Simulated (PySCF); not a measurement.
Molecule: C₄H₆N, charge 1, multiplicity 1. It need not be the lowest isomer of its formula. 
Structure (B3LYP-D3(BJ)/def2-TZVP (Ansatz) minimum search):
```
C
H 1 1.0949
H 1 1.0966 2 107.80
C 1 1.4438 2 106.99 3 114.96
N 4 1.1398 2 150.50 1 -175.34
H 5 1.0080 2 160.72 1 -175.97
C 1 1.5220 2 112.03 3 -124.38
C 7 1.3231 1 122.14 2 -8.66
H 8 1.0818 7 120.56 1 177.70
H 7 1.0827 8 122.11 9 -0.68
H 8 1.0835 9 116.86 7 178.90
```
Charge +1, spin multiplicity 1.

Dispersion corrections to the total energy (kcal/mol) from the dftd3 and dftd4 libraries through PySCF: D3(BJ) without and D4 with the three-body term, each with the damping fitted for the functional named.

```csv
functional,D3(BJ),D4
r2SCAN,___,-0.97
B3LYP,-8.03,-5.98
BP86,-7.19,-4.91
HF,___,-14.20
TPSS,-5.92,-5.08
CAM-B3LYP,___,-3.15
TPSSh,-5.40,-4.62
```

**Question.** Complete the blanks.

**Answer.** 
- r2SCAN, D3(BJ): -1.35
- HF, D3(BJ): -38.69
- CAM-B3LYP, D3(BJ): -3.54
